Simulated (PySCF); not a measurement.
## Adding and removing an electron: KTe

UHF; K x2c-SVPall, Te x2c-SVPall; spin-free X2C with a Gaussian nucleus (PySCF 2.14). Neutral (UHF): doublet (π ↑), Re = 3.237 Å, ωe = 168 cm⁻¹, De = 1.30 eV, HOMO -5.87 eV, LUMO -0.26 eV.

KTe⁺ (UHF): triplet (π ↑↑), Re = 3.762 Å, ωe = 82.0 cm⁻¹, De = 0.44 eV to K⁺ + Te. The energies at the minima are -7391.52987 hartree for KTe and -7391.35126 for KTe⁺.

**Question.** Work out the adiabatic ionisation energy, without and with harmonic zero-point energies (1 hartree = 27.2114 eV, 1 eV = 8065.5 cm⁻¹), and the change of the bond length.

**Answer.** At UHF: 0.17861 hartree = 4.860 eV between the minima; the zero-point term (82.0 − 168.0)/2 cm⁻¹ = -0.005 eV makes it 4.855 eV. Re changes by +52.5 pm against the neutral. The electron leaves a π orbital, and the ion is left as a loose complex of an ion and an atom.

Spin–orbit coupling is left out, which matters for elements this heavy, above all for dissociation energies. For an ion De counts to the pair picked by the measured ionisation energies or electron affinities, which need not be the lowest pair at this level. Hartree–Fock leaves out correlation, which carries a large part of most bond energies and some tenths to 1 eV of ionisation energies. States were picked by a PBE0 search and need not be the measured ground states.
